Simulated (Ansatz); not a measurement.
Breaking the Se4–H5 bond in H3InSe (SMILES [SeH][InH2]) (multiplicity 1 held, fragments rigid). Energies count from the point at 1.472 Å.
Geometry at that point (charge 0, multiplicity 1):
```csv
atom,x (Å),y (Å),z (Å)
In,0.2234,0.0184,-0.9895
H,-1.0224,-0.5625,-2.0201
H,1.7808,0.6210,-1.3933
Se,-0.3715,-0.0433,1.4710
H,0.9264,0.5136,1.8845
```

Signs of static correlation in def2-SVP, with CASSCF(4,3), from Ansatz (a quantum-chemistry and plane-wave program) runs.

```tsv
R (Å)	T1 of restricted CCSD	⟨S²⟩ of UHF	largest double amplitude of restricted CCSD	weight of the CASSCF reference in MRCISD	CASSCF natural occupations
1.177	0.012	0.000	0.060	0.908	2.00 1.99 0.01
1.324	0.013	0.000	0.060	0.908	2.00 1.98 0.02
1.472	0.013	0.000	0.058	0.907	2.00 1.97 0.03
1.619	0.014	0.000	0.046	0.907	2.00 1.96 0.04
1.766	0.015	0.000	0.063	0.907	2.00 1.94 0.06
1.987	0.017	0.240	0.093	0.907	2.00 1.89 0.11
2.207	0.019	0.614	…	0.907	2.00 1.81 0.19
2.575	0.026	0.873	0.366	0.907	2.00 1.63 0.37
2.943	…	0.961	0.518	0.907	2.00 1.44 0.57
3.385	0.041	0.996	0.670	0.907	2.00 1.25 0.75
3.973	0.046	1.007	0.802	0.907	2.00 1.11 0.89
4.709	0.046	1.009	0.878	0.907	2.00 1.03 0.97
```

Complete the blanks.


- 2.207, largest double amplitude of restricted CCSD: 0.144
- 2.943, T1 of restricted CCSD: 0.034

Doubts at one or more of the structures used: active orbitals that take no part (SC-NEVPT2 on CASSCF(4,3)/def2-SVP); a restricted determinant that unrestricted orbitals would lower (R-CCSD(T)/def2-SVP); other coupled-cluster roots lie near (R-CCSD(T)/def2-SVP); a spin-contaminated determinant (U-CCSD(T)/def2-SVP); T1 above 0.05 (U-CCSD(T)/def2-SVP).
